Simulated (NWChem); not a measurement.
System: InClF2; SMILES [F][In]([F])[Cl]

Computed with NWChem. STO-3G and 3-21G are far too small for this property and stand as cheap habits. Geometry: optimised at PBE0/def2-SVP. def2 effective core potentials on In; no spin-orbit coupling. Field at 589 nm.

```json
[
 {"level": "B3LYP/STO-3G (all-electron, non-relativistic)", "isotropic polarisability (bohr³)": "22.0", "anisotropy (bohr³)": "15.9", "relative time": "1"},
 {"level": "B3LYP/def2-SVP (core potentials)", "isotropic polarisability (bohr³)": "35.6", "anisotropy (bohr³)": "22.0", "relative time": "2"},
 {"level": "B3LYP/def2-SVPD (core potentials)", "isotropic polarisability (bohr³)": "47.9", "anisotropy (bohr³)": "22.0", "relative time": "5"}
]
```

Relative times are rough (shared machine, one core).
